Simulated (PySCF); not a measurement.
**Spinor energies of B (boron, neutral)**

Start: [He] 2s2 3s1; 3s1/2 filled at m_j = +1/2. Calculated with PySCF 2.14 in x2c-SVPall-2c with one added diffuse shell of s type (4s2p1d, 15 functions): generalised Hartree-Fock with the X2C-1e Hamiltonian and a Gaussian nucleus; one run each with spin-orbit coupling (SO) switched off, then screened by Boettger's factors. This is a chosen level, not necessarily the ground level.

| spinor shell | electrons | ε, spin-free (eV) | ε, screened SO (eV) | weight of nominal j (screened SO) | rms radius, screened SO (bohr) |
| --- | --- | --- | --- | --- | --- |
| 1s1/2 | 2 | -217.58 | -217.58 | 1.000 | 0.378 |
| 2s1/2 | 2 | -18.522 | -18.522 | 1.000 | 1.99 |
| 3s1/2 | 1 | -2.991 | -2.991 | 1.000 | 6.27 |

| quantity | spin-free | screened SO |
| --- | --- | --- |
| E (hartree) | -24.31864 | -24.31864 |
| M_J | 1/2 | 1/2 |
| ⟨J²⟩ | 0.750 | 0.750 |
| ⟨L²⟩ | 0.000 | 0.000 |
| ⟨S²⟩ | 0.750 | 0.750 |

Without spin-orbit coupling the j labels of p, d and f shells carry no meaning; the spin-free column gives the mean over the occupied spinors of each nl shell.
